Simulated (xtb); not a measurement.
xtb input:

```bash
xtb mol.xyz --gfn 1 --opt tight --chrg 1 --uhf 0
```
mol.xyz:
```
2

Zn    -0.00000000    -0.00000000    -0.74981373
Cl     0.00000000     0.00000000     1.32320071
```

### Question
What final total energy does it print?

### Answer
-4.58200 Eh (GFN1-xTB).
